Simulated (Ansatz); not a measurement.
A made-up structure of SnH3S, doublet:

```tsv
atom	x (Å)	y (Å)	z (Å)
S1	-1.9267	0.4058	1.0493
Sn2	0.1339	-0.0406	-0.0887
H3	-2.6934	1.2037	1.8400
H4	0.5156	-1.6952	0.0609
H5	1.2862	0.9306	0.7081
```

It is relaxed with PBE-D4/def2-SVP and then PBE0-D4/def2-TZVP (Ansatz 0.2.0). Atoms count as bonded within 1.22 times the sum of their covalent radii (H–H: 0.88 Å). The end point is not checked to be a true minimum.

(1) Does its bonding change? (Judge from chemistry; the calculation decides.)

Answers

(1) Computed: No: no bond forms or breaks.

Where it ends: The first stage lowers the energy by 1.11 eV in 7 steps. It ends as SnH₃S ([SH][SnH2]):
| atom | x (Å) | y (Å) | z (Å) |
| --- | --- | --- | --- |
| S1 | -2.1146 | 0.0184 | 1.2143 |
| Sn2 | -0.0315 | 0.0546 | -0.0034 |
| H3 | -2.0843 | 1.3353 | 1.4768 |
| H4 | 0.4541 | -1.5977 | -0.0320 |
| H5 | 1.0918 | 0.9936 | 0.9139 |

Labels in which every atom is bracketed show which atoms are joined, not bond orders.

For scale, one of the runs: PBE0-D4/def2-TZVP relaxation, 105 basis functions, launched by `ansatz run in.yaml --threads 2 --pin off --events-out ev --progress --plain --max-ram 4352MiB`. Hardware: 2 CPU threads of an Intel Xeon Platinum 8259CL, shared host. Wall time about 30 s.
